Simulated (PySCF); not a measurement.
Basis and Hamiltonian dependence of the excitation energy of N(2+)

N(2+) [He] 2s2 2p1 (2P) → N(2+) [He] 2s1 2p2 (4P). All values are computed (PySCF 2.14, energy differences of UHF-based or UKS calculations, no spin-orbit coupling). Values in eV.

```tsv
basis	Hamiltonian	functions	UHF	LDA	PBE0	MP2 (valence)	CCSD(T) (valence)	CCSD(T) (valence and next inner shell)
aug-cc-pVDZ	non-relativistic	23	5.191	6.576	6.520	6.254	6.984	n/a
ANO-R3	spin-free X2C	33	5.168	6.554	6.505	6.389	n/a	n/a
def2-TZVPPD	non-relativistic	37	5.142	6.518	6.469	6.333	7.003	6.981
dyall-av2z	non-relativistic	42	5.132	6.527	6.467	6.276	6.975	n/a
aug-cc-pVTZ	non-relativistic	46	5.172	6.550	6.508	6.377	n/a	n/a
x2c-QZVPPall	spin-free X2C	57	5.165	6.555	6.503	6.442	7.081	7.042
aug-cc-pwCVTZ	non-relativistic	59	5.163	6.553	6.504	6.410	7.064	7.027
aug-cc-pVTZ with one added diffuse shell each of s, p, d, f type	non-relativistic	62	5.173	6.551	6.508	6.379	7.042	n/a
dyall-av3z	non-relativistic	71	5.128	6.523	6.467	6.390	7.046	n/a
x2c-QZVPPall with one added diffuse shell each of s, p, d, f type	spin-free X2C	73	5.165	6.555	6.503	6.443	7.082	7.043
dyall-acv3z	spin-free X2C	76	5.161	6.556	6.501	6.423	7.078	7.069
aug-cc-pVQZ	non-relativistic	80	5.139	6.533	6.478	6.430	7.067	n/a
aug-cc-pV5Z	non-relativistic	127	5.128	6.523	6.468	6.454	n/a	n/a
```

Question: Estimate the row for x2c-TZVPPall (spin-free X2C, 31 functions).

Answer: From the rows with the same Hamiltonian and similar size; the calculation gives UHF 5.18; LDA 6.55; PBE0 6.50; MP2 (valence) 6.37; CCSD(T) (valence) 7.03; CCSD(T) (valence and next inner shell) 7.01 (eV).

Frozen in the all-electron rows: valence: 1s2; valence and next inner shell: nothing.
